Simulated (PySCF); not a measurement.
A GIAO shielding run with PySCF (density fitting, non-relativistic, gas phase) on `InChI=1S/C5H11ClSi2/c1-3-5(7)8(6)4-2/h8H,1,4H2,2,7H3/t8-/m0/s1`:

```
$ OMP_NUM_THREADS=1 python probes_run.py task.json out

{"job": {"kind": "nmr", "xc": "PBE0", "basis": "pcSseg-1"}, "charge": 0, "multiplicity": 1}
C     -1.740353     2.251616    -0.627648
C     -1.521105     1.022216    -0.283788
C     -1.311140    -0.211146     0.066043
Si    -2.780781    -1.365130     0.381043
Si     0.447350    -0.873880     0.259677
Cl     0.727332    -2.373247    -1.080515
C      1.727948     0.498021    -0.054419
C      3.169617     0.009996     0.048393
H     -1.842381     3.034658     0.105736
H     -1.832524     2.544729    -1.660517
H     -2.655625    -1.878741     1.748082
H     -2.735386    -2.473189    -0.572912
H     -4.023791    -0.609125     0.229315
H      0.623149    -1.463047     1.591374
H      1.569632     0.932726    -1.043358
H      1.570780     1.304796     0.662683
H      3.364422    -0.407454     1.033698
H      3.364904    -0.762708    -0.691709
H      3.868148     0.828160    -0.118638
```

Hardware: 1 thread of an Intel Xeon Platinum 8259CL, shared host. The job also computes population analyses, field gradients.

Q: How large is the calculation?

A: 86 electrons, 212 basis functions and 1168 auxiliary functions.

Q: How long does it take, and how much memory does it need?

A: 64 s of wall time, with 14 SCF cycles and 5 response iterations; peak memory 0.94 GiB. Times on a shared host scatter by some tens of per cent.
